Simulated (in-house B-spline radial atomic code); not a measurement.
**OLYP excitations of Pb III (Pb2+)**

Method: OLYP. Computed with a B-spline radial code for spherical atoms: linear response of the closed shell [Xe] 4f14 5d10 6s2 with the functional's adiabatic kernel; scalar-relativistic (spin-free one-electron X2C), finite nucleus, no spin-orbit coupling, no double excitations, S, P, D and F terms only; shells from n = 4 respond. Only terms of natural parity with L up to 3 were computed.

Spin-orbit coupling is strong here, so these LS terms don't match observed levels.

Command:
```bash
python run_td.py task.json out
```
Settings (radii: box in bohr, nucleus in fm):
```
Z                        82
electrons                80
configuration            [Xe] 4f14 5d10 6s2
hamiltonian              x2c
method                   optx,lyp
box_radius               29.48
rms_radius               5.5012
intervals                72
```

Cost of the run: 2 s on 1 thread of Intel(R) Xeon(R) 6975P-C (Granite Rapids), with other jobs on the host.

The lowest states, in the order of their Tamm-Dancoff energies; the method's threshold (minus the highest occupied level) is 27.125 eV. Labels give the largest channel, * marks a mixed state, and oscillator strengths are full-response dipole values. Semilocal kernels can invert the small singlet-triplet splittings of Rydberg terms. Energies in eV:

```tsv
state	full response	Tamm-Dancoff	oscillator strength
6s → 6p 3P	?	?	-
6s → 6p 1P	11.646	12.011	1.51
6s → 7s 3S	17.522	17.532	-
6s → 7s 1S	17.880	17.924	-
6s → 6d 3D	?	?	-
6s → 6d 1D	18.952	18.966	-
```

Task: Where does 6s → 6d 3D lie?

Result: At 18.730 eV in full response, 18.749 eV in Tamm-Dancoff.

Task: Where does 6s → 6p 3P lie?

Result: At 9.096 eV in full response, 9.224 eV in Tamm-Dancoff.

Task: How large is the singlet-triplet splitting of 6s → 6p (P terms) in Tamm-Dancoff?

Result: 2.79 eV, from the unrounded values.

Task: What polarisabilities and dispersion coefficient does the method give?

Result: Dipole 13.37 bohr³, quadrupole 46.76 bohr⁵, C6 92.87 hartree·bohr⁶ for two such species.
